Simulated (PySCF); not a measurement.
C7H8, charge -1, doublet, geometry from GFN2-xTB (a state made from the parent by changing its charge; the spin is typed, not shown lowest) (in this run its highest filled SCF level lies above zero, so its values depend strongly on the basis, on diffuse functions most of all), with bond 8-1 at 1.3 times its length. Base run: R2SCAN/STO-3G run with PySCF.

Geometry (Å):
```xyz
15

C     -2.4162    -0.0942    -0.0008
C     -0.9046    -0.0321     0.0125
C     -0.1810    -1.2008     0.1765
C      1.2732    -1.1476     0.1638
C      1.8936     0.0712    -0.0108
C      1.1809     1.2420    -0.1737
C     -0.2733     1.1854    -0.1605
H     -2.9820     1.1399     0.4132
H     -2.7831    -0.8817     0.6609
H     -2.7871    -0.3090    -1.0085
H     -0.6809    -2.1552     0.3144
H      1.8442    -2.0629     0.2912
H      2.9865     0.1121    -0.0200
H      1.6797     2.1971    -0.3103
H     -0.8445     2.1009    -0.2869
```
Charge -1, spin multiplicity 2.
Orbitals are unrestricted.
All else is at PySCF's defaults.
Base energy -267.90069 Eh.

The base run was repeated with changes; each row names its change, and settings that it needs were set with it.

| change | ΔE vs base (µEh) | SCF cycles | <S^2> | outcome |
|---|---|---|---|---|
| base | 0.0 | 15 | 0.768 | converged |
| init_guess = vsap | 0.0 | 17 | 0.768 | converged |
| init_guess = huckel | 0.0 | 18 | 0.768 | converged |
| DIIS = ADIIS | 0.0 | 20 | 0.768 | converged |
| init_guess = mod_huckel | 0.0 | 22 | 0.768 | converged |
| diis = off; damp = 0.6 (with mf.diis_start_cycle = 200; with mf.max_cycle = 150) | 0.0 | 28 | 0.768 | converged |
| conv_tol = 1e-4 | 15.6 | 8 | 0.767 | converged |
| conv_tol = 1e-11 | 0.0 | 19 | 0.768 | converged |
| solver = newton; init_guess = 1e | 0.0 | - | 0.768 | converged |
| conv_tol = 1e-6 | 0.1 | 11 | 0.768 | converged |
| diis_space = 2 | - | 50 | - | not converged |
| diis_space = 20 | 0.0 | 15 | 0.768 | converged |
| damp = 0.5; diis_start_cycle = 5 | 0.0 | 14 | 0.768 | converged |

Open shells are given as the SCF converged; they aren't shown to be the lowest states, and a large step between rows can be another state.
